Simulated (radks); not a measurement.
The numbers below are computed, except where a source is named.
Valence configurations of Eu I (all share [Xe]). Code: a radial shooting solver on a logarithmic mesh with Libxc functionals. Model: scalar-relativistic Kohn-Sham, r2SCAN, spin-unpolarised, spherical densities, finite nucleus; meta-GGA in the generalised Kohn-Sham scheme; Fermi nuclear charge, rms radius 5.1115 fm. Energies are relative to 4f7 6s2; eigenvalues in eV.

| valence | E (eV) | e(4f) | e(5d) | e(6p) | e(6s) |
|---|---|---|---|---|---|
| 4f7 6s2 | 0.000 | -2.524 | - | - | -3.696 |
| 4f6 6s2 6p1 | 5.216 | -11.492 | - | -2.200 | -5.441 |
| 4f6 5d1 6s2 | 3.362 | -8.234 | -2.538 | - | -4.163 |
| 4f7 6p2 | 5.079 | -5.031 | - | -2.244 | - |
| 4f7 5d1 6s1 | 2.337 | -1.584 | -0.946 | - | -3.226 |
| 4f7 6s1 6p1 | 2.550 | -3.833 | - | -1.785 | -4.310 |
| 4f5 5d2 6s2 | 11.742 | -14.722 | -3.633 | - | -4.456 |
| 4f7 6s1.5 6p0.5 | 1.285 | -3.196 | - | -1.487 | -4.033 |
| 4f6.5 5d0.5 6s2 | 1.106 | -5.263 | -1.978 | - | -3.958 |

NIST lists [Xe] 4f7 6s2 as the ground configuration; this level of theory agrees among the configurations tried. The energies are those of spherical spin-averaged densities, not of single terms. No valid solution was reached for [Xe] 4f8 6s1.
